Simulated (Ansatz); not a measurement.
`CC(F)(F)OCF`, relaxed with RKS PBE0-D4/def2-TZVP in the Gaussian-basis code of Ansatz from a PBE-D4/def2-SVP geometry. The force threshold is 0.005 eV/Å; the program also tests the step.

Total charge 0; spin multiplicity 1.

Start:

```xyz
12

C    -1.659   -0.703    0.277
C    -0.512    0.219   -0.048
F    -0.524    0.570   -1.375
F    -0.634    1.410    0.638
O     0.690   -0.382    0.280
C     1.858    0.312   -0.086
F     2.302   -0.097   -1.317
H    -2.610   -0.203    0.021
H    -1.647   -0.947    1.355
H    -1.561   -1.635   -0.308
H     2.620    0.048    0.676
H     1.677    1.408   -0.112
```

(1) How much energy does the relaxation release, and in how many steps? (Best estimate.)

(2) Which bonds change most? (Estimate.)

(3) Give the relaxed structure. (Best estimate.)

Results:

(1) Ansatz gave: 5.16 kJ/mol, in 7 steps.

(2) The calculation gave: C6–H11 from 1.110 to 1.090 Å; C6–H12 from 1.112 to 1.092 Å; C1–H10 from 1.105 to 1.089 Å; C1–H9 from 1.105 to 1.089 Å.

(3) Ansatz gave: 
```xyz
12

C    -1.647   -0.701    0.272
C    -0.509    0.220   -0.043
F    -0.519    0.578   -1.351
F    -0.637    1.393    0.642
O     0.682   -0.369    0.284
C     1.840    0.313   -0.078
F     2.280   -0.122   -1.294
H    -2.584   -0.205    0.025
H    -1.629   -0.948    1.332
H    -1.545   -1.611   -0.316
H     2.597    0.061    0.665
H     1.671    1.390   -0.139
```
